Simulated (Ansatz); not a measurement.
Steps of a relaxation of CH₇B₂FSi (`B[SiH](B)CF`) with RKS PBE-D4/def2-SVP.

```sh
$ ansatz run in.yaml --threads 4 --pin off --events-out ev --progress --plain --max-ram 10444MiB
```

```yaml
crystal:
  periodic: [false, false, false]
  atoms:
    - {symbol: B, position_ang: [-1.684400, -0.434200, 0.699800]}
    - {symbol: Si, position_ang: [0.026500, -0.534900, -0.108700]}
    - {symbol: B, position_ang: [1.344500, -0.281600, 1.251900]}
    - {symbol: C, position_ang: [0.304600, 0.780600, -1.435900]}
    - {symbol: F, position_ang: [0.084500, 2.018900, -0.893600]}
    - {symbol: H, position_ang: [-2.058500, 0.627800, 1.221700]}
    - {symbol: H, position_ang: [-2.451800, -1.301200, 0.641600]}
    - {symbol: H, position_ang: [0.226000, -1.848100, -0.714000]}
    - {symbol: H, position_ang: [1.417900, -0.994800, 2.236500]}
    - {symbol: H, position_ang: [2.158700, 0.600900, 1.198500]}
    - {symbol: H, position_ang: [-0.549700, 0.620400, -2.195400]}
    - {symbol: H, position_ang: [1.258700, 0.691100, -1.868400]}
basis:
  gaussian: {orbitals: def2-SVP}
hamiltonian: {xc: pbe, dispersion: d4}
relax: {f_tol: 0.03, max_steps: 200}
```

Positions (Å) and forces (eV/Å) along the path, 10 of 10 steps:

```xyz
12
step=1 energy=-13077.8693 eV
B    -1.684   -0.434    0.700   -1.054    1.952    0.756
Si    0.026   -0.535   -0.109    0.683   -0.092   -0.841
B     1.345   -0.282    1.252    0.922   -0.210    1.460
C     0.305    0.781   -1.436   -3.712   -0.273   -0.412
F     0.085    2.019   -0.894    0.313    0.905    0.475
H    -2.058    0.628    1.222    0.136   -0.471   -0.147
H    -2.452   -1.301    0.642   -0.909   -1.165    0.159
H     0.226   -1.848   -0.714    0.241   -0.932   -0.493
H     1.418   -0.995    2.236    0.013   -0.047   -0.019
H     2.159    0.601    1.198    0.200    0.334   -0.055
H    -0.550    0.620   -2.195    1.210    0.048    0.204
H     1.259    0.691   -1.868    1.957   -0.050   -1.087
12
step=2 energy=-13078.2834 eV
B    -1.749   -0.379    0.646   -0.586   -0.191    1.089
Si    0.044   -0.543   -0.130    0.026   -0.050   -0.662
B     1.363   -0.310    1.318    0.390    0.064    0.560
C     0.258    0.795   -1.488   -0.874   -0.112   -0.274
F     0.117    2.044   -0.905    0.047    0.261    0.131
H    -2.101    0.647    1.213   -0.045   -0.028   -0.340
H    -2.457   -1.366    0.823    0.042    0.211   -0.194
H     0.279   -1.881   -0.765    0.044   -0.270   -0.132
H     1.443   -1.053    2.280   -0.052   -0.038   -0.083
H     2.154    0.611    1.285    0.018    0.086   -0.020
H    -0.521    0.681   -2.299    0.407    0.014    0.281
H     1.247    0.699   -1.944    0.582    0.052   -0.358
12
step=3 energy=-13078.3760 eV
B    -1.750   -0.393    0.718    0.267    0.003   -0.185
Si    0.045   -0.621   -0.180    0.038    0.028    0.274
B     1.362   -0.307    1.337   -0.169   -0.109   -0.388
C     0.262    0.785   -1.481   -0.062    0.101    0.001
F     0.113    2.002   -0.803    0.013   -0.165   -0.144
H    -2.059    0.741    1.042   -0.120   -0.132    0.014
H    -2.466   -1.348    0.950   -0.050    0.085    0.114
H     0.289   -1.969   -0.828   -0.059    0.021    0.022
H     1.482   -1.110    2.237    0.070    0.028    0.099
H     2.032    0.706    1.295    0.014    0.019    0.164
H    -0.499    0.707   -2.290    0.012    0.105    0.017
H     1.264    0.751   -1.963    0.045    0.016    0.013
12
step=4 energy=-13078.3958 eV
B    -1.742   -0.396    0.722    0.014   -0.097   -0.025
Si    0.047   -0.603   -0.177    0.086   -0.037    0.044
B     1.375   -0.323    1.321   -0.167    0.098   -0.037
C     0.265    0.791   -1.496   -0.013    0.071   -0.009
F     0.136    2.015   -0.834    0.000   -0.068   -0.057
H    -2.109    0.717    1.040   -0.046    0.001   -0.007
H    -2.451   -1.355    0.985    0.075    0.090    0.030
H     0.270   -1.954   -0.824   -0.054    0.007    0.005
H     1.487   -1.114    2.237    0.064   -0.042   -0.018
H     2.028    0.704    1.344    0.012   -0.045    0.032
H    -0.496    0.725   -2.307    0.009    0.029    0.033
H     1.267    0.739   -1.977    0.019   -0.006    0.009
12
step=5 energy=-13078.4146 eV
B    -1.741   -0.396    0.736    0.049    0.000    0.006
Si    0.035   -0.596   -0.196   -0.062   -0.057    0.004
B     1.342   -0.302    1.305   -0.010   -0.114    0.082
C     0.298    0.795   -1.504    0.038    0.018   -0.060
F     0.226    2.012   -0.829   -0.009    0.028   -0.012
H    -2.218    0.703    0.946    0.017   -0.016   -0.033
H    -2.335   -1.376    1.147    0.019    0.020    0.013
H     0.179   -1.963   -0.843    0.022    0.087    0.064
H     1.541   -1.164    2.141    0.018   -0.005   -0.008
H     1.920    0.760    1.428   -0.043    0.012   -0.030
H    -0.468    0.775   -2.311   -0.017    0.008   -0.018
H     1.298    0.698   -1.986   -0.022    0.019   -0.007
12
step=6 energy=-13078.4230 eV
B    -1.711   -0.387    0.745    0.034    0.014   -0.039
Si    0.045   -0.595   -0.212   -0.053   -0.056    0.000
B     1.316   -0.322    1.319    0.023   -0.073    0.027
C     0.298    0.799   -1.520    0.027    0.006   -0.024
F     0.222    2.018   -0.849   -0.011    0.036    0.001
H    -2.204    0.711    0.906    0.001    0.032   -0.010
H    -2.275   -1.351    1.219   -0.012   -0.044    0.038
H     0.186   -1.959   -0.858    0.009    0.049    0.042
H     1.536   -1.206    2.122    0.006   -0.031    0.012
H     1.845    0.757    1.491   -0.012    0.052   -0.006
H    -0.475    0.769   -2.319   -0.009    0.005   -0.023
H     1.294    0.710   -2.010   -0.002    0.012   -0.019
12
step=7 energy=-13078.4273 eV
B    -1.702   -0.375    0.748    0.007    0.000   -0.004
Si    0.048   -0.592   -0.215   -0.003   -0.025   -0.007
B     1.311   -0.341    1.327    0.000   -0.003    0.004
C     0.300    0.802   -1.528    0.003    0.012   -0.011
F     0.196    2.025   -0.868   -0.004    0.005   -0.002
H    -2.207    0.724    0.861   -0.001   -0.001   -0.005
H    -2.242   -1.327    1.278   -0.001    0.003    0.008
H     0.187   -1.956   -0.856   -0.002    0.016    0.011
H     1.564   -1.253    2.091    0.006   -0.006   -0.002
H     1.791    0.754    1.545   -0.004    0.001    0.003
H    -0.467    0.754   -2.335    0.001   -0.003    0.002
H     1.300    0.729   -2.013   -0.002   -0.001    0.003
12
step=8 energy=-13078.4276 eV
B    -1.695   -0.366    0.752   -0.073   -0.028   -0.007
Si    0.049   -0.588   -0.215    0.022    0.004   -0.004
B     1.308   -0.352    1.332    0.055    0.014    0.009
C     0.301    0.804   -1.532   -0.030    0.011   -0.008
F     0.179    2.030   -0.880    0.003   -0.010    0.000
H    -2.222    0.728    0.819    0.017   -0.016    0.013
H    -2.220   -1.307    1.320    0.027    0.046   -0.010
H     0.182   -1.952   -0.854   -0.004   -0.008   -0.006
H     1.594   -1.285    2.060   -0.018    0.034   -0.016
H     1.758    0.751    1.585   -0.020   -0.039    0.004
H    -0.461    0.743   -2.343    0.017   -0.005    0.019
H     1.304    0.739   -2.011    0.005   -0.003    0.005
12
step=9 energy=-13078.4265 eV rejected
B    -1.695   -0.367    0.742    0.043    0.012    0.122
Si    0.051   -0.592   -0.222    0.003    0.005   -0.029
B     1.306   -0.355    1.329   -0.038   -0.013    0.053
C     0.302    0.804   -1.535   -0.024   -0.006   -0.009
F     0.175    2.028   -0.880    0.001   -0.012   -0.002
H    -2.209    0.733    0.818   -0.021   -0.030   -0.031
H    -2.199   -1.296    1.346   -0.020    0.024   -0.053
H     0.184   -1.955   -0.863    0.003   -0.011   -0.014
H     1.586   -1.291    2.055    0.009    0.042   -0.035
H     1.732    0.752    1.600    0.018   -0.021   -0.006
H    -0.460    0.740   -2.346    0.015    0.006    0.007
H     1.305    0.743   -2.012    0.010    0.005   -0.005
12
step=10 energy=-13078.4280 eV
B    -1.698   -0.366    0.748   -0.001    0.001    0.000
Si    0.051   -0.591   -0.215    0.001    0.006   -0.004
B     1.313   -0.352    1.330    0.001    0.002    0.000
C     0.299    0.804   -1.530   -0.002   -0.015    0.007
F     0.172    2.027   -0.876   -0.001    0.009    0.001
H    -2.219    0.730    0.817    0.001    0.000   -0.001
H    -2.223   -1.301    1.321    0.000    0.000   -0.001
H     0.182   -1.954   -0.857    0.000   -0.005   -0.001
H     1.594   -1.282    2.060    0.000   -0.001   -0.001
H     1.761    0.749    1.585   -0.001    0.000   -0.001
H    -0.460    0.739   -2.343    0.000    0.002   -0.001
H     1.304    0.743   -2.006    0.001    0.001    0.000
```

It took 13 s on 4 threads of an Arm Neoverse V1 on a shared host, with 0.16 GiB of host memory at the peak.
